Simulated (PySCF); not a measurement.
C2H6N, SMILES C[NH+]=C, charge +1. Atoms are numbered in the order given.

```xyz
9

C     -0.2322    -1.2379     0.0000
N      0.4103    -0.1306     0.0000
C     -0.1694     1.2142     0.0000
H     -1.3248    -1.2270     0.0000
H      0.3181    -2.1812     0.0000
H      1.4374    -0.1717     0.0000
H      0.1841     1.7466     0.8939
H     -1.2618     1.1438     0.0000
H      0.1841     1.7466    -0.8939
```
Charge +1, spin multiplicity 1.

Geometry optimised at PBE-D3(BJ)/def2-TZVP. The isomer is the one that the SMILES or the coordinates give; other isomers of the formula were not compared.

These are PySCF with PBE-D3(BJ)/def2-TZVP values and carry that method's errors.

Harmonic, unscaled wavenumbers; measured fundamentals usually lie a few per cent lower.

Question: Give all harmonic wavenumbers and intensities. (Estimate from the structure and the level; the computed values follow.)

Answer: 
```csv
mode,ν (cm⁻¹),IR (km/mol),moving atoms (share of kinetic energy)
1,194,0.3,"H 84 %, N 10 %"
2,455,0.3,"H 44 %, C 32 %, N 24 %"
3,567,31.3,"H 80 %, N 18 %"
4,907,4.6,"C 56 %, H 24 %, N 20 %"
5,1021,46.5,"H 91 %, N 8 %"
6,1035,11.8,"H 86 %, C 14 %"
7,1079,34.0,"H 76 %, C 24 %"
8,1107,0.0,"H 70 %, C 21 %, N 9 %"
9,1227,0.2,"H 56 %, C 24 %, N 19 %"
10,1383,4.1,"H 84 %, C 14 %"
11,1413,22.7,H 97 %
12,1413,6.5,H 91 %
13,1428,17.7,H 90 %
14,1475,39.1,"H 85 %, C 10 %"
15,1697,11.3,"N 45 %, C 39 %, H 16 %"
16,2993,11.0,H 97 %
17,3070,4.6,"H 90 %, C 10 %"
18,3076,12.8,H 95 %
19,3113,2.4,"H 90 %, C 10 %"
20,3193,13.6,"H 88 %, C 12 %"
21,3397,102.6,H 93 %
```
